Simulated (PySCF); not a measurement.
First SCF of a structure search on singlet WOF2, at a hand-made trigonal planar geometry. PySCF input:

```python
from pyscf import gto, scf, dft
mol = gto.M(atom='''
W     -0.041500     0.000000     0.000000
O     -1.811530    -0.000010     0.000000
F      0.963490    -1.740710     0.000000
F      0.963500     1.740700     0.000000''',
    basis={'W': 'def2-TZVP', 'O': 'def2-TZVP', 'F': 'def2-TZVP'},
    ecp={'W': 'def2-TZVP'},
    charge=0, spin=0)
mf = dft.RKS(mol, xc='PBE0')
mf.grids.atom_grid = (50, 194)
aux = {'W': 'def2-universal-JKFIT', 'O': 'def2-universal-JKFIT', 'F': 'def2-universal-JKFIT'}
mf = mf.density_fit(auxbasis=aux)
mf.conv_tol = 1e-08
mf.diis_space = 10
mf.max_cycle = 60
mf.init_guess = 'minao'
mf.verbose = 4
mf.kernel()
```

Excerpt of the output (cycles and frontier levels):

```
init E= -322.184710972149
  HOMO = -0.29172425435085  LUMO = -0.271541124993681  gap/eV = 0.54921
cycle= 1 E= -341.330887582985  delta_E= -19.1  |g|=  1.7  |ddm|= 7.49
  HOMO = -0.297067198923262  LUMO = -0.295788396290726  gap/eV = 0.03480
cycle= 2 E= -331.591809288659  delta_E= 9.74  |g|= 6.04  |ddm|= 4.12
  HOMO = -0.243626775090984  LUMO = -0.142721941361696  gap/eV = 2.74576
cycle= 3 E= -341.809908327948  delta_E= -10.2  |g|= 0.767  |ddm|= 3.55
  HOMO = -0.284213208373249  LUMO = -0.196876062369466  gap/eV = 2.37656
cycle= 4 E= -341.681535797054  delta_E= 0.128  |g|= 1.15  |ddm|= 0.893
  HOMO = -0.29502302884022  LUMO = -0.19179553340047  gap/eV = 2.80896
cycle= 5 E= -341.91881517316  delta_E= -0.237  |g|= 0.139  |ddm|= 0.471
  HOMO = -0.275150911678004  LUMO = -0.166402917995949  gap/eV = 2.95918
cycle= 6 E= -341.921143891548  delta_E= -0.00233  |g|= 0.105  |ddm|= 0.111
  HOMO = -0.275427338216534  LUMO = -0.166143088988576  gap/eV = 2.97378
cycle= 7 E= -341.923274149138  delta_E= -0.00213  |g|= 0.00903  |ddm|= 0.0443
  HOMO = -0.275062841352145  LUMO = -0.165365140086575  gap/eV = 2.98503
cycle= 8 E= -341.923293174718  delta_E= -1.9e-05  |g|= 0.00204  |ddm|= 0.00907
  HOMO = -0.275206894366747  LUMO = -0.165428493157471  gap/eV = 2.98722
cycle= 9 E= -341.923294378115  delta_E= -1.2e-06  |g|= 0.000405  |ddm|= 0.00251
  HOMO = -0.275193132313088  LUMO = -0.165335285659388  gap/eV = 2.98938
cycle= 10 E= -341.923294621973  delta_E= -2.44e-07  |g|= 0.000122  |ddm|= 0.00205
  HOMO = -0.275186820716687  LUMO = -0.165307312090018  gap/eV = 2.98997
cycle= 11 E= -341.923294638952  delta_E= -1.7e-08  |g|= 0.000101  |ddm|= 0.000673
  HOMO = -0.275185580023035  LUMO = -0.165304758104952  gap/eV = 2.99001
cycle= 12 E= -341.923294640635  delta_E= -1.68e-09  |g|= 3.7e-05  |ddm|= 7.4e-05
  HOMO = -0.275179490441086  LUMO = -0.165298431229054  gap/eV = 2.99002
Extra cycle  E= -341.923294638453  delta_E= 2.18e-09  |g|= 0.000114  |ddm|= 8.08e-05
converged SCF energy = -341.923294638453
```

No lower solution of this spin was found from smeared starts or by a stability analysis within the restricted form, which does not test spin polarisation.

At the minimum of this search the closed-shell solution is unstable towards spin polarisation, so a lower open-shell solution exists. Spin–orbit coupling, left out here, can matter for elements this heavy.

The search for the lowest solution, 3 starts and the stability check together, took 12 s on 4 threads of a shared Arm Neoverse V1 host, with 133 basis functions; the process peaked at 0.58 GiB. Launch command: `OMP_NUM_THREADS=4 python axn.py task.json out`.
